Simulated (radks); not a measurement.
Task: Cd30+, configuration [Ar]. Calculated with a radial shooting solver on a logarithmic mesh with Libxc functionals: Dirac Kohn-Sham, LDA (Slater exchange, Perdew-Wang correlation), spin-unpolarised, spherical densities, point nucleus. Some entries of the table are withheld. Estimate them.

orbital  occ.  eigenvalue (Ry)  <1/r> (bohr^-1)
1s1/2       2        -2055.860            50.59
2s1/2       2        -396.7316            11.79
2p1/2       2        -377.8015            11.75
2p3/2       4        -363.4697            11.01
3s1/2       2        -144.0233            4.602
3p1/2       2              (1)            4.540
3p3/2       4              (2)            4.355
3d3/2       0              (3)              (4)
3d5/2       0              (5)              (6)
4s1/2       0        -72.78847            2.368
4p1/2       0        -69.91040            2.332
4p3/2       0        -68.71049            2.264

Result: 
(1) 3p1/2 eigenvalue (Ry): -137.1085
(2) 3p3/2 eigenvalue (Ry): -133.7890
(3) 3d3/2 eigenvalue (Ry): -123.2269
(4) 3d3/2 <1/r> (bohr^-1): 4.232
(5) 3d5/2 eigenvalue (Ry): -122.4673
(6) 3d5/2 <1/r> (bohr^-1): 4.184
